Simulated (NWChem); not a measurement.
**Correlation energy of FNa**

```
Na
F 1 1.8883
```
Charge 0, spin multiplicity 1.

Program: NWChem. All single points use one geometry, from PBE0/def2-SVP, a minimum by its harmonic frequencies.

Basis set: cc-pVTZ. Each correlation energy counts from its own Hartree-Fock reference.

The correlated methods keep 2 core orbitals frozen. The structure started from a generated list of species. No row is a measurement; the coupled-cluster row has its own basis-set and correlation limits.

One of these methods gave a correlation energy of -288.9 mHa. Which?
A) CR-CCSD[T]
B) CCSD
C) MP2
D) SCS-MP2

C, MP2. The others give -280.8 (SCS-MP2), -293.9 (CR-CCSD[T]), -286.5 (CCSD).
